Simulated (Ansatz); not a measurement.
One geometry of CH$_{2}$FGaO (`O=[CH][GaH][F]`), several functionals.

```yaml
crystal:
  periodic: [false, false, false]
  atoms:
    - {symbol: O, position_ang: [1.823955, 0.413302, -0.824141]}
    - {symbol: C, position_ang: [0.714709, -0.048213, -0.856694]}
    - {symbol: Ga, position_ang: [-0.500553, 0.078856, 0.764180]}
    - {symbol: F, position_ang: [-2.072300, -0.667166, 0.484947]}
    - {symbol: H, position_ang: [0.348363, -0.550217, -1.782358]}
    - {symbol: H, position_ang: [-0.272173, 0.709439, 2.167866]}
basis:
  gaussian: {orbitals: def2-TZVPP}
hamiltonian: {xc: hse06, dispersion: d4}
output: {orbitals: {seedname: orbitals}}
```

```sh
$ ansatz run in.yaml --threads 2 --pin off --events-out ev --progress --plain --max-ram 4352MiB
```

It prints (some lines left out):

```
Functional definition: HSE06
1018 factors; their error is unknown
78 factors; integrals over basis functions are off by at most 4.1e-7 eV
mean field evaluation 1: about -58194.7697 eV, gradient 6.0e1 eV
mean field evaluation 2: about -58175.5056 eV, gradient 1.2e2 eV
mean field evaluation 4: about -58200.4588 eV, gradient 8.7e0 eV
mean field evaluation 8: about -58200.5858 eV, gradient 2.2e-1 eV
mean field evaluation 16: about -58200.7899 eV, gradient 2.9e-5 eV
mean field -58200.78994670 eV, -2138.8395806289 hartree, gradient 2.9e-5 eV, S^2 0.000000; 0 other end points of the search recorded, 0 dependent functions left out
reference -58200.78998356 eV, -2138.8395819836 hartree; 28, 28 occupied and 141, 141 virtual orbitals, 1018 factors
Total energy: -58200.86594902 eV, -2138.8423736625 hartree
```

Hardware: 2 threads of an Arm Neoverse V1 on a shared host. Wall time 3.3 s, peak host memory 0.37 GiB.

With the line `hamiltonian: {xc: r2scan, dispersion: d4}` and forces (abridged; 5.5 s):

```
Functional definition: r2SCAN
mean field evaluation 16: about -58211.0327 eV, gradient 3.8e-4 eV
mean field -58211.03265273 eV, -2139.2159931328 hartree, gradient 2.0e-5 eV, S^2 0.000000
Total energy: -58211.05474053 eV, -2139.2168048445 hartree
Atom 0 force     0.326408     0.135677     0.009118 eV/Å
Atom 1 force    -0.257307    -0.103430     0.002027 eV/Å
Atom 2 force    -0.014014     0.039865     0.118464 eV/Å
Atom 3 force     0.002943     0.001273     0.000216 eV/Å
Atom 4 force    -0.036518    -0.035215    -0.053291 eV/Å
Atom 5 force    -0.021512    -0.038169    -0.076535 eV/Å
Dipole moment:     0.047049     0.029572     0.025518 e Å
```

The same input with `hamiltonian: {xc: {name: wB97X-V}}` (abridged; 8.5 s):

```
Functional definition: wB97X-V
mean field evaluation 16: about -58207.2920 eV, gradient 3.6e-5 eV
mean field -58207.29200729 eV, -2139.0785269485 hartree, gradient 3.6e-5 eV, S^2 0.000000
Total energy: -58207.29200552 eV, -2139.0785268831 hartree
```

Changing it to `hamiltonian: {xc: {name: LC-wPBE}}` (abridged; 2.7 s):

```
Functional definition: LC-wPBE
mean field evaluation 16: about -58203.7466 eV, gradient 5.0e-5 eV
mean field -58203.74660795 eV, -2138.9482359258 hartree, gradient 5.0e-5 eV, S^2 0.000000
Total energy: -58203.74660796 eV, -2138.9482359260 hartree
```

Changing it to `hamiltonian: {xc: lda}` (abridged; 1.2 s):

```
Functional definition: SPW92
mean field evaluation 16: about -58089.9609 eV, gradient 4.1e-5 eV
mean field -58089.96086748 eV, -2134.7666870901 hartree, gradient 4.1e-5 eV, S^2 0.000000
Total energy: -58089.96090235 eV, -2134.7666883715 hartree
```

With the line `hamiltonian: {xc: {name: PBE-QIDH}}` (abridged; 5.5 s):

```
Functional definition: PBE-QIDH
mean field evaluation 16: about -58182.2894 eV, gradient 2.2e-4 eV
mean field -58182.28940360 eV, -2138.1596982101 hartree, gradient 8.6e-7 eV, S^2 0.000000
12 core orbitals not correlated: weight in the atoms' cores, before any rotation towards them, 1.000 or more for the frozen orbitals, at most 0.000 for the correlated occupied ones
second order -26.30340867 eV of doubles, -0.00000000 eV of singles
Total energy: -58191.05721750 eV, -2138.4819094280 hartree
```

HSE06 is the plane-wave form, built on full-range PBE exchange.
